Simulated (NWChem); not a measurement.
All runs are NWChem calculations. System: BI₂, charge 0, spin multiplicity 2, at a geometry optimised with UB3LYP/def2-SVP with def2 effective core potentials on I. The structure started from a generated list of species. Its SCF solution wasn't tested for a lower state. Level: UHF/def2-TZVP with def2 effective core potentials on I.

Input file:

```
start mol
memory heap 200 mb stack 900 mb global 1100 mb
geometry units angstroms nocenter noautoz
  I      1.905929     0.000000    -0.041152
  B      0.000000     0.000000     0.872429
  I     -1.905929     0.000000    -0.041152
  symmetry group C2v
end
basis spherical
  * library def2-tzvp
end
ecp
  I library def2-ecp
end
scf
  uhf
  nopen 1
  maxiter 100
  thresh 1e-7
  semidirect memsize 60000000 filesize 0
  # guess.movecs holds the orbitals of an unrestricted PBE0 run
  vectors input guess.movecs output mol.movecs
end
task scf energy
```

Part of the output:

```
             Northwest Computational Chemistry Package (NWChem) 7.3.0
             --------------------------------------------------------

                                NWChem Input Module
                                -------------------

 Scaling coordinates for geometry "geometry" by  1.889725989
 (inverse scale =  0.529177249)

 Turning off AUTOSYM since
 SYMMETRY directive was detected!

                             Geometry "geometry" -> ""
                             -------------------------

 Output coordinates in angstroms (scale by  1.889725989 to convert to a.u.)

  No.       Tag          Charge          X              Y              Z
 ---- ---------------- ---------- -------------- -------------- --------------
    1 I                   53.0000     1.90592900     0.00000000    -0.04115200
    2 B                    5.0000     0.00000000     0.00000000     0.87242900
    3 I                   53.0000    -1.90592900     0.00000000    -0.04115200

 Effective nuclear repulsion energy (a.u.)     522.6530480555

            Nuclear Dipole moment (a.u.)
            ----------------------------
        X                 Y               Z
 ---------------- ---------------- ----------------
     0.0000000000     0.0000000000     0.0000623610

      Symmetry information
      --------------------

 Group name             C2v
 Group number             16
 Group order               4
 No. of unique centers     2

      Symmetry unique atoms

     1    2


 Summary of "ao basis" -> "" (spherical)
 ------------------------------------------------------------------------------
       Tag                 Description            Shells   Functions and Types
 ---------------- ------------------------------  ------  ---------------------
 *                         def2-tzvp                  on all atoms

 Summary of "ao basis" -> "ao basis" (spherical)
 ------------------------------------------------------------------------------
       Tag                 Description            Shells   Functions and Types
 ---------------- ------------------------------  ------  ---------------------
[...]
  ----- ------------  ---------------      ----- ------------  ---------------
    54      1.004139  2 B  s                 19      0.710143  1 I  px
   100     -0.710143  3 I  px                64     -0.688985  2 B  pz
     6     -0.531525  1 I  s                 87     -0.531525  3 I  s
    55      0.238375  2 B  s                 61     -0.225849  2 B  pz
    58     -0.200531  2 B  pz

 center of mass
 --------------
 x =   0.00000000 y =   0.00000000 z =  -0.00599130

 moments of inertia (a.u.)
 ------------------
          31.449251601262           0.000000000000           0.000000000000
           0.000000000000        3323.784825609638           0.000000000000
           0.000000000000           0.000000000000        3292.335574008376

  Mulliken analysis of the total density
  --------------------------------------

    Atom       Charge   Shell Charges
 -----------   ------   -------------------------------------------------------
    1 I   25    24.95   0.19 -0.77  1.58  1.01  1.09  0.78 -0.49  6.45  1.35  2.76  0.95  9.23  0.77  0.05  0.01  0.00
    2 B    5     5.10   0.92  1.06  0.50  0.72  0.04  0.68  0.93  0.09  0.02  0.12  0.01
    3 I   25    24.95   0.19 -0.77  1.58  1.01  1.09  0.78 -0.49  6.45  1.35  2.76  0.95  9.23  0.77  0.05  0.01  0.00

  Mulliken analysis of the alpha density
  --------------------------------------

    Atom       Charge   Shell Charges
 -----------   ------   -------------------------------------------------------
    1 I   25    12.50   0.09 -0.38  0.79  0.50  0.55  0.39 -0.25  3.22  0.69  1.39  0.47  4.61  0.38  0.03  0.00  0.00
    2 B    5     3.00   0.46  0.53  0.31  0.42  0.04  0.47  0.62  0.07  0.01  0.06  0.01
    3 I   25    12.50   0.09 -0.38  0.79  0.50  0.55  0.39 -0.25  3.22  0.69  1.39  0.47  4.61  0.38  0.03  0.00  0.00

   Mulliken analysis of the beta density
   -------------------------------------

    Atom       Charge   Shell Charges
 -----------   ------   -------------------------------------------------------
    1 I   25    12.45   0.09 -0.38  0.79  0.50  0.55  0.39 -0.24  3.22  0.66  1.36  0.48  4.61  0.38  0.02  0.00  0.00
    2 B    5     2.10   0.46  0.54  0.19  0.30  0.00  0.21  0.31  0.03  0.01  0.06  0.01
    3 I   25    12.45   0.09 -0.38  0.79  0.50  0.55  0.39 -0.24  3.22  0.66  1.36  0.48  4.61  0.38  0.02  0.00  0.00

   Mulliken analysis of the spin density
   -------------------------------------

    Atom       Charge   Shell Charges
 -----------   ------   -------------------------------------------------------
    1 I   25     0.05   0.00 -0.00  0.00 -0.00  0.00 -0.00 -0.00  0.00  0.02  0.03 -0.00 -0.00  0.00  0.01  0.00  0.00
    2 B    5     0.89   0.00 -0.01  0.12  0.12  0.04  0.26  0.31  0.04 -0.00 -0.00 -0.00
    3 I   25     0.05   0.00 -0.00  0.00 -0.00  0.00 -0.00 -0.00  0.00  0.02  0.03 -0.00 -0.00  0.00  0.01  0.00  0.00

       Multipole analysis of the density wrt the origin
       ------------------------------------------------

     L   x y z        total         alpha         beta         nuclear
     -   - - -        -----         -----         ----         -------
     0   0 0 0     -0.000000    -28.000000    -27.000000     55.000000

     1   1 0 0     -0.000000     -0.000000      0.000000      0.000000
     1   0 1 0      0.000000      0.000000     -0.000000      0.000000
     1   0 0 1     -0.065797     -3.310120     -1.110635      4.354959

     2   2 0 0    -43.039711   -347.726143   -343.919792    648.606225
     2   1 1 0     -0.000000     -0.000000     -0.000000      0.000000
     2   1 0 1     -0.000000     -0.000000      0.000000      0.000000
     2   0 2 0    -44.501098    -22.759049    -21.742049      0.000000
     2   0 1 1     -0.000000     -0.000000     -0.000000      0.000000
     2   0 0 2    -45.659954    -33.991464    -25.561130     13.892641

 Task  times  cpu:        7.3s     wall:        7.3s

 Total times  cpu:        7.3s     wall:        7.3s
```
